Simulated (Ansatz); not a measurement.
Reaction (cleavage of the Si–B bond): `Cl[SiH2]BBr` + `CC=N` → `C/C=N\[SiH2]Cl` + `BBr`

Program: Ansatz. Geometries: PBE0-D4/def2-TZVP. ΔE: electronic, gas phase. CCSD(T)/CBS adds triple-zeta CCSD(T) − MP2 to the extrapolated MP2 energy (def2 sets, frozen cores). DFT in def2-TZVPP. B3LYP here is the variant with VWN-RPA as its local correlation; programs differ in this. For Br outer-core shells are correlated without core-valence functions, which leaves a few kJ/mol of doubt a bond. Scalar relativity is left out up to krypton. One conformer a species, not always the lowest.

`Cl[SiH2]BBr`:

Z-matrix (Å, degrees):
```
Si
B 1 2.009
Cl 1 2.062 2 111.6
H 1 1.485 2 110.2 3 -120.0
H 1 1.485 2 110.0 3 119.9
Br 2 1.898 1 116.5 3 179.3
H 2 1.190 1 126.9 3 -0.8
```

`CC=N`:

Cartesian coordinates in Å:
```
C -0.626 0.489 -0.201
C 0.649 -0.287 -0.215
N 1.109 -1.039 0.689
H -1.262 0.189 -1.040
H -1.176 0.344 0.731
H -0.422 1.557 -0.330
H 1.252 -0.186 -1.124
H 0.475 -1.066 1.491
```

`C/C=N\[SiH2]Cl`:

Z-matrix (Å, degrees):
```
C
C 1 1.492
H 1 1.088 2 112.4
H 1 1.095 2 109.3 3 -122.0
H 1 1.095 2 109.3 3 122.1
N 2 1.256 1 128.4 3 0.0
H 2 1.101 1 114.2 3 -180.0
Si 6 1.698 2 141.0 1 -0.0
Cl 8 2.079 6 118.3 2 0.0
H 8 1.478 6 107.2 2 119.6
H 8 1.478 6 107.2 2 -119.5
```

`BBr`:

Cartesian coordinates in Å:
```
B -0.102 0.120 -0.115
Br 0.885 -1.043 1.002
H -0.536 1.116 0.366
H -0.247 -0.193 -1.252
```

```
             level  ΔE (kJ/mol)
            PBE-D4        -55.6
         r2SCAN-D4        -65.2
           PBE0-D4        -58.6
          B3LYP-D4        -70.0
              PBE0        -56.2
             B3LYP        -66.1
SCS-MP2/def2-QZVPP        -71.0
    CCSD/CBS(def2)        -63.2
```

Problem. What does CCSD(T)/CBS give? (Estimate.)

Solution. Ansatz gave: -62.8 kJ/mol. The listed levels differ from it by 7.2, -2.4, 4.2, -7.2, 6.6, -3.3, -8.2, -0.4 kJ/mol.

Largest T1 diagnostic among the species: 0.012.

The D4 term adds −3.9 kJ/mol with B3LYP and −2.4 kJ/mol with PBE0; it sums over pairs of atoms, weighted by their polarisabilities, and B3LYP, whose exchange is more repulsive, gets the larger term. In def2-TZVPP, CCSD(T) changes the Hartree–Fock value by +13.4 kJ/mol (the triples alone add +0.5 kJ/mol) and MP2 by +3.5 kJ/mol.
